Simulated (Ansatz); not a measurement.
```yaml
crystal:
  periodic: [false, false, false]
  atoms:
    - {symbol: C, position_ang: [-0.736983, 1.953563, 0.381411]}
    - {symbol: N, position_ang: [-0.623487, 0.515911, 0.255398]}
    - {symbol: Si, position_ang: [0.807100, -0.270987, -0.296359]}
    - {symbol: Ga, position_ang: [0.470402, -2.655201, -0.218499]}
    - {symbol: H, position_ang: [-1.516270, 2.221417, 1.100665]}
    - {symbol: H, position_ang: [-0.957853, 2.463378, -0.566295]}
    - {symbol: H, position_ang: [-1.202767, 0.106057, 0.081847]}
    - {symbol: H, position_ang: [-1.502767, 0.056057, 0.081847]}
    - {symbol: H, position_ang: [1.235607, 0.121924, -1.683099]}
    - {symbol: H, position_ang: [1.934274, 0.164901, 0.580656]}
    - {symbol: H, position_ang: [1.666624, -3.672898, -0.316738]}
    - {symbol: H, position_ang: [-0.980813, -3.259086, -0.079346]}
basis:
  gaussian: {orbitals: cc-pVDZ}
magnetization: {spin_polarized: true, initial_magnetization: 0}
hamiltonian: {xc: {name: BLYP}, dispersion: d3bj}
accuracy: high
```

```sh
$ ansatz run in.yaml --threads 2 --pin off --events-out ev --progress --plain --max-ram 32768MiB --backend cpu
```

Output, abridged:

```
Functional definition: BLYP
2636 factors; integrals over basis functions are off by at most 4.7e-9 eV
mean field evaluation 1: about -62872.5956 eV, gradient 4.7e1 eV
mean field evaluation 2: about -62802.6913 eV, gradient 1.1e2 eV
mean field evaluation 4: about -62860.6138 eV, gradient 3.9e1 eV
mean field evaluation 8: about -62883.7369 eV, gradient 3.1e-1 eV
mean field evaluation 16: about -62883.7292 eV, gradient 6.3e-4 eV
mean field -62883.72918080 eV, -2310.9344232717 hartree, gradient 2.4e-8 eV, S^2 0.000000; 6 other end points of the search recorded, 0 dependent functions left out
reference -62883.72924758 eV, -2310.9344257260 hartree; 33, 33 occupied and 80, 80 virtual orbitals, 2636 factors
Total energy: -62884.28021311 eV, -2310.9546733356 hartree
```

Question: Something in this input is off. What?

Answer: One atom was put on top of another. The calculation finished and met its thresholds. The result belongs to that input, not to the molecule as meant.
